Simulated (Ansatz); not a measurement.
# 1,2-elimination

Start structure (CH6GaN, singlet), relaxed at PBE0-D4/def2-TZVP:

Ga1  (-0.746, -0.040, -0.001)
N2  (-0.284, -0.448, 1.710)
C3  (0.691, 0.360, -1.276)
H4  (1.675, 0.295, -0.808)
H5  (-2.282, -0.045, -0.305)
H6  (0.662, -0.483, 2.049)
H7  (-0.947, -0.666, 2.434)
H8  (0.661, -0.338, -2.116)
H9  (0.569, 1.365, -1.687)
(Å)

The step: CH₆GaN ([CH3][GaH][NH2]) → CH₃Ga ([CH2][GaH]) + NH₃ (still joined by a long Ga–N bond); bonds formed: N2–H4; bonds broken: C3–H4; bonds weakened to dative contacts: Ga1–N2. Ansatz 0.2.0; basis: def2-TZVPP and def2-QZVPP; cores frozen in the correlated methods. Filled d shells of the heavier atoms are correlated. The def2 sets are not built for correlating such inner shells, so the correlated values are less sure here. Extrapolation: Hartree–Fock as exp(−7.88 √X), correlation as X^−2.97. Energies below are by CCSD(T) at an estimated basis limit (MP2 extrapolated from triple and quadruple zeta, plus CCSD(T) − MP2 in triple zeta).

(1) What are the electronic barrier and the energy of the step, from the start structure to the end structure? (An estimate is asked for; the value comes from the calculation.)

T1 diagnostic: at most 0.015. The restricted Hartree–Fock reference is unstable towards an unrestricted one at one or more of these structures.

## Answers

(1) By the calculation: Barrier 287.7 kJ/mol; step energy 187.5 kJ/mol (uphill); reverse barrier, their difference, 100.1 kJ/mol. Barrier and step energy count from the start structure, the reverse barrier from the end structure.

The saddle point: One imaginary mode of 1563i cm⁻¹.
| pair | start (Å) | saddle (Å) | end (Å) |
| --- | --- | --- | --- |
| N2–H4 | 3.28 | 1.27 | 1.01 |
| Ga1–N2 | 1.82 | 2.05 | 2.15 |
| C3–H4 | 1.09 | 1.52 | 2.91 |

Zero-point energy (harmonic, PBE0-D4): ZPE is 178.3 kJ/mol at the start and 166.1 kJ/mol at the saddle, so the barrier goes from 287.7 to 275.4 kJ/mol.

Labels in which every atom is bracketed show which atoms are joined, not bond orders.

For scale, one of the runs: CCSD(T)/def2-TZVPP, 194 basis functions (an equivalent command: `ansatz run in.yaml --threads 4`). Time: 50 s of wall clock on 4 CPU threads; the host was shared. Peak host memory: 2.2 GiB.
